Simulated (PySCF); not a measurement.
**PySCF run on GeC⁺**

Input:

```python
from pyscf import gto, dft

mol = gto.M(
    atom='Ge 0 0 0; C 0 0 1.97',
    basis='cc-pvdz',
    charge=1,
    spin=3,
    symmetry=True,
    verbose=4,
)
mf = dft.UKS(mol, xc='lda,vwn')
mf.kernel()
mf.analyze()
print('orbital energies (hartree):', [e[max(0, n-3):n+3].round(4) for e, n in zip(mf.mo_energy, mol.nelec)])
```

```bash
$ OMP_NUM_THREADS=1 python input.py
```

It prints (some set-up lines and the per-cycle HOMO/LUMO lines with their warnings removed):

```
PySCF version 2.14.0

[INPUT] verbose = 4
[INPUT] num. atoms = 2
[INPUT] num. electrons = 37
[INPUT] charge = 1
[INPUT] spin (= nelec alpha-beta = 2S) = 3
[INPUT] symmetry True subgroup None
[INPUT] Mole.unit = angstrom
[INPUT] Symbol           X                Y                Z      unit          X                Y                Z       unit  Magmom
[INPUT]  1 Ge     0.000000000000   0.000000000000   0.000000000000 AA    0.000000000000   0.000000000000   0.000000000000 Bohr   0.0
[INPUT]  2 C      0.000000000000   0.000000000000   1.970000000000 AA    0.000000000000   0.000000000000   3.722760465393 Bohr   0.0

nuclear repulsion = 51.5746317241827
point group symmetry = Coov
symmetry origin: [0.         0.         0.58780428]
symmetry axis x: [1. 0. 0.]
symmetry axis y: [0. 1. 0.]
symmetry axis z: [0. 0. 1.]
num. orbitals of irrep A1 = 17
num. orbitals of irrep E1x = 9
num. orbitals of irrep E1y = 9
num. orbitals of irrep E2x = 3
num. orbitals of irrep E2y = 3
number of shells = 11
number of NR pGTOs = 103
number of NR cGTOs = 41
basis = cc-pvdz
ecp = {}

******** <class 'pyscf.dft.uks_symm.SymAdaptedUKS'> ********
method = SymAdaptedUKS
initial guess = minao
damping factor = 0
level_shift factor = 0
DIIS = <class 'pyscf.scf.diis.CDIIS'>
diis_start_cycle = 1
diis_space = 8
diis_damp = 0
SCF conv_tol = 1e-09
SCF conv_tol_grad = None
SCF max_cycles = 50
direct_scf = True
direct_scf_tol = 1e-13
number electrons alpha = 20  beta = 17
XC library pyscf.dft.libxc version 7.0.0
    S. Lehtola, C. Steigemann, M. J.T. Oliveira, and M. A.L. Marques.,  SoftwareX 7, 1–5 (2018)
XC functionals = lda,vwn
    P. A. M. Dirac.,  Math. Proc. Cambridge Philos. Soc. 26, 376 (1930)
    F. Bloch.,  Z. Phys. 57, 545 (1929)
    S. H. Vosko, L. Wilk, and M. Nusair.,  Can. J. Phys. 58, 1200 (1980)
radial grids:
    Treutler-Ahlrichs [JCP 102, 346 (1995); DOI:10.1063/1.469408] (M4) radial grids

becke partition: Becke, JCP 88, 2547 (1988); DOI:10.1063/1.454033
pruning grids: <function nwchem_prune>
grids dens level: 3
symmetrized grids: True
atomic radii adjust function: <function treutler_atomic_radii_adjust>
small_rho_cutoff = 0
Freeze 0 electrons in irreps []
    37 free electrons in irreps A1 E1x E1y E2x E2y
Set gradient conv threshold to 3.16228e-05
tot grids = 34760
init E= -2110.72739712272

cycle= 1 E= -2111.00329584939  delta_E= -0.276  |g|= 0.225  |ddm|= 1.02
cycle= 2 E= -2111.03051117913  delta_E= -0.0272  |g|= 0.155  |ddm|= 0.636
cycle= 3 E= -2111.03590440039  delta_E= -0.00539  |g|= 0.0997  |ddm|= 0.235
cycle= 4 E= -2111.04346013647  delta_E= -0.00756  |g|= 0.0416  |ddm|= 0.154
cycle= 5 E= -2111.04491768408  delta_E= -0.00146  |g|= 0.00522  |ddm|= 0.0411
cycle= 6 E= -2111.04494321842  delta_E= -2.55e-05  |g|= 0.000973  |ddm|= 0.00775
cycle= 7 E= -2111.04494434285  delta_E= -1.12e-06  |g|= 0.00027  |ddm|= 0.00193
cycle= 8 E= -2111.04494441329  delta_E= -7.04e-08  |g|= 3.64e-05  |ddm|= 0.000416
cycle= 9 E= -2111.04494441457  delta_E= -1.29e-09  |g|= 5.2e-06  |ddm|= 5e-05
cycle= 10 E= -2111.0449444146  delta_E= -2.82e-11  |g|= 6.26e-07  |ddm|= 6.7e-06
Extra cycle  E= -2111.04494441459  delta_E= 5e-12  |g|= 4.72e-07  |ddm|= 1.32e-06
converged SCF energy = -2111.04494441459  <S^2> = 3.7516734  2S+1 = 4.0008366
**** SCF Summaries ****
Total Energy =                       -2111.044944414593829
Nuclear Repulsion Energy =              51.574631724182744
One-electron Energy =                -3034.808732457241149
Two-electron Energy =                  872.189156318464484
Two-electron Coulomb Energy =          952.607688385760753
DFT Exchange-Correlation Energy =      -80.418532067296212
**** MO energy ****
[13 lines left out]
alpha MO #14 (E1x #3), energy= -1.446917531664 occ= 1
alpha MO #15 (E1y #3), energy= -1.446917531664 occ= 1
alpha MO #16 (A1 #8), energy= -0.865876416624499 occ= 1
alpha MO #17 (A1 #9), energy= -0.67604008914159 occ= 1
alpha MO #18 (A1 #10), energy= -0.514667799581932 occ= 1
alpha MO #19 (E1x #4), energy= -0.507648546691029 occ= 1
alpha MO #20 (E1y #4), energy= -0.507648546691029 occ= 1
alpha MO #21 (E1x #5), energy= -0.382182501063924 occ= 0
alpha MO #22 (E1y #5), energy= -0.382182501063924 occ= 0
alpha MO #23 (A1 #11), energy= -0.235852727013865 occ= 0
[18 lines left out]
[10 lines left out]
beta  MO #11 (E2x #1), energy= -1.44677270924123 occ= 1
beta  MO #12 (E2y #1), energy= -1.44677270924123 occ= 1
beta  MO #13 (A1 #7), energy= -1.44329503820505 occ= 1
beta  MO #14 (E1x #3), energy= -1.44291389068582 occ= 1
beta  MO #15 (E1y #3), energy= -1.44291389068582 occ= 1
beta  MO #16 (A1 #8), energy= -0.794950655224131 occ= 1
beta  MO #17 (A1 #9), energy= -0.6130040908703 occ= 1
beta  MO #18 (E1x #4), energy= -0.437732328236629 occ= 0
beta  MO #19 (E1y #4), energy= -0.437732328236629 occ= 0
beta  MO #20 (A1 #10), energy= -0.429555905245937 occ= 0
[21 lines left out]
 ** Mulliken pop alpha/beta on meta-lowdin orthogonal AOs **
 ** Mulliken pop       alpha | beta **
pop of  0 Ge 1s        1.00000 | 1.00000
pop of  0 Ge 2s        0.99999 | 0.99999
pop of  0 Ge 3s        0.99978 | 0.99977
pop of  0 Ge 4s        0.94147 | 0.90555
pop of  0 Ge 5s        0.00580 | 0.00459
pop of  0 Ge 2px       1.00000 | 1.00000
pop of  0 Ge 2py       1.00000 | 1.00000
pop of  0 Ge 2pz       1.00000 | 1.00000
pop of  0 Ge 3px       0.99992 | 0.99991
pop of  0 Ge 3py       0.99992 | 0.99991
pop of  0 Ge 3pz       0.99993 | 0.99992
pop of  0 Ge 4px       0.29226 | 0.00006
[29 lines left out]
In total            20.00000 | 17.00000
 ** Mulliken atomic charges   ( Nelec_alpha | Nelec_beta ) **
charge of  0Ge =      0.88736  (    15.96833     15.14431 )
charge of  1C =      0.11264  (     4.03167      1.85569 )

WARN: System has nonzero charge 1; the dipole moment is origin-dependent.
Location of origin: [0. 0. 0.]

Dipole moment(X, Y, Z, Debye):  0.00000,  0.00000,  1.21130
orbital energies (hartree): [array([-0.5147, -0.5076, -0.5076, -0.3822, -0.3822, -0.2359]), array([-1.4429, -0.795 , -0.613 , -0.4377, -0.4377, -0.4296])]
```

In short: E(SCF) = -2111.044944 Eh, 10 cycles, ⟨S²⟩ = 3.752.

Run time: 3.6 s on 1 thread of Arm Neoverse V1 (shared host).

The bond length is a typed value, not an optimised one. The dipole of an ion depends on the origin. No search for the lowest solution was made.
